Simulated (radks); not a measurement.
Q: All-electron atom: the titanium ion Ti13+ in [He] 2s2 2p(1/2: 1, 3/2: 4). All-electron calculation, Dirac Kohn-Sham, BLYP, spin-unpolarised, spherical densities, finite nucleus; Fermi nuclear charge, rms radius 3.5921 fm. Program: a radial shooting solver on a logarithmic mesh with Libxc functionals. Some entries of the table are withheld. Estimate them.

orbital  occ.  eigenvalue (Ry)  r(max) (bohr)  <r> (bohr)
1s1/2       2        -389.7476            (1)     0.06948
2s1/2       2              (2)            (3)      0.3144
2p1/2       1        -61.40659         0.2121      0.2755
2p3/2       4        -60.94164         0.2142      0.2779

A: 
(1) 1s1/2 r(max) (bohr): 0.04552
(2) 2s1/2 eigenvalue (Ry): -67.29836
(3) 2s1/2 r(max) (bohr): 0.2640
